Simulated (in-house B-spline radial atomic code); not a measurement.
Successive ionisation energies of technetium; each step leads to the configuration of the next row (after the last: bare). Dirac energy differences include first-order Breit, QED and recoil terms. NIST's values go from ground level to ground level; the uncertainty of those that are theory runs from under 0.1 % in few-electron ions to several per cent in heavy many-electron ones. Computed with a radial B-spline atomic code at the basis-set limit: Dirac-Hartree-Fock, average of the configuration, finite nuclei.

```csv
ion,configuration,ionisation energy (eV),tabulated value (eV),computed minus tabulated (eV),highest orbital,largest mean radius (bohr)
Tc35+,[He] 2s2 2p4,4909.2,4874,35,2p3/2,0.14376
Tc36+,[He] 2s2 2p3,5098.5,5060,39,2p3/2,0.1427
Tc37+,[He] 2s2 2p2,5290.8,5361,-70,2p3/2,0.14165
Tc38+,[He] 2s2 2p1,5486.0,5570,-84,2p3/2,0.14062
Tc39+,[He] 2s2,5831.1,5838,-7,2s1/2,0.13959
Tc40+,[He] 2s1,6008.2,6008.391,0,2s1/2,0.13863
Tc41+,1s2,25002.4,25004.53,-2,1s1/2,0.034021
Tc42+,1s1,25787.0,25787.05,0,1s1/2,0.03371
```

(1) Where is the largest jump?

Where a p, d or f electron is removed, the computed value is a mean over both j, so it misses the tabulated one by a part of the spin-orbit splitting; averaging over terms and missing correlation add to the gap, relatively most at low charge.

Results:

(1) From Tc40+ to Tc41+, by a factor of 4.16 (6008.2 to 25002 eV); the highest orbital goes from 2s1/2 to 1s1/2.
